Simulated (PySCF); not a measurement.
# How exact exchange moves a shielding

Molecule: SMILES C[SiH]1CCC1, C4H10Si.

Atom-mapped SMILES (the numbers label the heavy atoms): `[CH3:1][SiH:2]1[CH2:3][CH2:4][CH2:5]1`. Hydrogens are named by the atom that carries them. Ha(C3), Ha(C4), Ha(C5) are cis to C1 on the ring; Hb(C3), Hb(C4), Hb(C5) are trans to C1 on the ring.

GIAO shieldings (ppm, equivalent atoms averaged) in PySCF on the PBE0-D3(BJ)/def2-SVP geometry, basis pcSseg-1, gas phase, non-relativistic:

```csv
functional,exact exchange (%),σ(C4),σ(Si2)
BLYP,0,150.4,322.7
BP86,0,155.8,333.0
PBE,0,156.3,334.1
PBE0,25,162.7,350.9
mPW1PW91,25,161.7,349.5
BHandHLYP,50,163.2,356.9
HF,100,173.2,392.1
```

Task: Fit each shielding as a line in the percentage of exact exchange.

Result: σ(C4) = 155.2 + 0.19 x (rms 2.3 ppm); σ(Si2) = 331.1 + 0.61 x (rms 4.4 ppm). The functionals also differ in their semilocal parts, which the line can't hold; Hartree–Fock has no correlation at all.

Task: What does the line predict for B3LYP (20 %), and what does the run give?

Result: σ(C4): 159.0 predicted, 156.2 computed; σ(Si2): 343.3 predicted, 336.8 computed ppm.
